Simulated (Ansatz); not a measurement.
Ansatz (a program for electronic structure) input:

Ansatz 0.2 input:
```yaml
crystal:
  periodic: [false, false, false]
  atoms:
    - {symbol: C, position_ang: [2.66862050, -0.07382175, -0.61353991]}
    - {symbol: C, position_ang: [1.17550568, 0.21824551, -0.72659158]}
    - {symbol: C, position_ang: [0.38935059, -0.27509102, 0.49549779]}
    - {symbol: C, position_ang: [-1.08439323, 0.03183206, 0.44291221]}
    - {symbol: C, position_ang: [-1.65120787, 0.87762972, 1.29953845]}
    - {symbol: C, position_ang: [-1.87886856, -0.66499777, -0.62567867]}
    - {symbol: H, position_ang: [3.09779971, 0.40901695, 0.26762802]}
    - {symbol: H, position_ang: [3.21239215, 0.28618963, -1.48875953]}
    - {symbol: H, position_ang: [2.85336974, -1.14713831, -0.52425562]}
    - {symbol: H, position_ang: [0.78235991, -0.24919951, -1.63295985]}
    - {symbol: H, position_ang: [1.01388174, 1.29425314, -0.83836023]}
    - {symbol: H, position_ang: [0.52805006, -1.35980667, 0.58291424]}
    - {symbol: H, position_ang: [0.81901500, 0.16966379, 1.39659988]}
    - {symbol: H, position_ang: [-2.71016274, 1.10227201, 1.26046616]}
    - {symbol: H, position_ang: [-1.07371040, 1.37273272, 2.07080194]}
    - {symbol: H, position_ang: [-2.93971477, -0.42706071, -0.55422325]}
    - {symbol: H, position_ang: [-1.76222250, -1.75034301, -0.54840086]}
    - {symbol: H, position_ang: [-1.53510079, -0.38336033, -1.62428049]}
basis:
  gaussian:
    orbitals: def2-TZVPD
hamiltonian:
  xc: {name: BHLYP}
magnetization: {spin_polarized: true, initial_magnetization: 2}
```

Which total energy does the run end on?

-235.62413 Eh (BHLYP/def2-TZVPD). The basis has 330 functions.

This state (charge 0, triplet) is run at the relaxed geometry of the species with charge 0 and multiplicity 1, and is a spin state other than that species' own.
